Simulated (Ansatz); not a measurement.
Ansatz (a quantum-chemistry and plane-wave program) input file for C2H5FO2Si, SMILES C[Si@H](F)C(=O)O, PBE/def2-SVPD. Coordinates come from a PBE-D3(BJ)/def2-SVP optimisation. The structure was generated by enumeration; whether it is a known compound was not checked. The values are those of a single conformer.

Ansatz 0.2 input:
```yaml
crystal:
  periodic: [false, false, false]
  atoms:
    - {symbol: C, position_ang: [-1.85965037, -0.54228867, 0.88697853]}
    - {symbol: Si, position_ang: [-0.63004977, 0.55365740, 0.00923698]}
    - {symbol: F, position_ang: [-1.00988316, 0.69330973, -1.58276372]}
    - {symbol: C, position_ang: [1.10493971, -0.24581002, 0.24570641]}
    - {symbol: O, position_ang: [1.49855647, -0.49657798, 1.37421173]}
    - {symbol: O, position_ang: [1.82917683, -0.50041636, -0.86669638]}
    - {symbol: H, position_ang: [-2.86148179, -0.07284702, 0.94439621]}
    - {symbol: H, position_ang: [-1.95574955, -1.51638940, 0.36680652]}
    - {symbol: H, position_ang: [-1.49475772, -0.73274594, 1.91676260]}
    - {symbol: H, position_ang: [-0.54860313, 1.93551165, 0.58526732]}
    - {symbol: H, position_ang: [2.67663502, -0.89997381, -0.55390940]}
basis:
  gaussian:
    orbitals: def2-SVPD
hamiltonian:
  xc: {name: PBE}
```

Program output:

```
WARN ansatz: RAYON_NUM_THREADS=2 ignored (pool sized by the plan → 2); use --threads N
Functional definition: PBE
integrals: 0.11 GiB planned
1441 factors; their error is unknown
mean field: 0.73 GiB planned
mean field evaluation 1: about -16811.0533 eV, gradient 8.2e1 eV
mean field evaluation 2: about -16769.4727 eV, gradient 1.6e2 eV
mean field evaluation 4: about -16823.9356 eV, gradient 1.4e1 eV
mean field evaluation 8: about -16824.2619 eV, gradient 1.4e-1 eV
mean field evaluation 16: about -16824.1904 eV, gradient 2.4e-4 eV
mean field -16824.19041970 eV, -618.2775940781 hartree, gradient 8.4e-5 eV, S^2 0.000000; 0 other end points of the search recorded, 0 dependent functions left out
reference -16824.19047381 eV, -618.2775960667 hartree; 28, 28 occupied and 145, 145 virtual orbitals, 1441 factors
Total energy: -16824.19047381 eV, -618.2775960667 hartree
```

The run converged.
